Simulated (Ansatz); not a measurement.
Isolated molecules relaxed with PBE0-D4/def2-TZVP in Ansatz; ΔE leaves out vibrations. CCSD(T)/CBS adds triple-zeta CCSD(T) − MP2 to the extrapolated MP2 energy (def2 sets, frozen cores). Functionals use def2-TZVPP. B3LYP here is the variant with VWN-RPA as its local correlation; programs differ in this. HSE06 is defined as in plane-wave codes. One conformer a species, not always the lowest.

`C#C[SiH2]C=O` + dimethylamine → `CN(C)C=O` + `C#C[SiH3]`  (substitution at a C–Si bond)

Problem. Is it downhill or uphill in electronic energy at CCSD(T)/CBS, and by how much? (Best estimate.)

Solution. The calculation gave: Downhill: ΔE = -21.2 kcal/mol.

Problem. What do these levels give: B3LYP-D4, r2SCANh-D4, ωB97X-V, ωB97M-V, PBE, r2SCAN, B3LYP, HSE06, MP2/def2-SVP, CCSD/def2-SVP, CCSD/def2-TZVPP, HF/def2-QZVPP? (Best estimate.)

Solution. Ansatz gave: B3LYP-D4 -23.2, r2SCANh-D4 -25.1, ωB97X-V -23.2, ωB97M-V -22.3, PBE -23.7, r2SCAN -25.1, B3LYP -22.7, HSE06 -23.9, MP2/def2-SVP -27.5, CCSD/def2-SVP -25.1, CCSD/def2-TZVPP -21.3, HF/def2-QZVPP -21.7 kcal/mol.

Largest T1 diagnostic among the species: 0.015.

At CCSD(T), def2-SVP lies −4.5 kcal/mol from the extrapolated value and def2-TZVPP −0.6 kcal/mol. Leaving LDA and LC-ωPBE aside and taking each functional with its dispersion term where it has one, the values, not all of them listed here, spread over 2.8 kcal/mol, from r2SCAN-D4 to ωB97M-V. LDA lies −6.0 kcal/mol from PBE without D4. From BLYP to BHLYP (50 % exact exchange), in def2-TZVPP and without D4, ΔE moves by −1.3 kcal/mol.
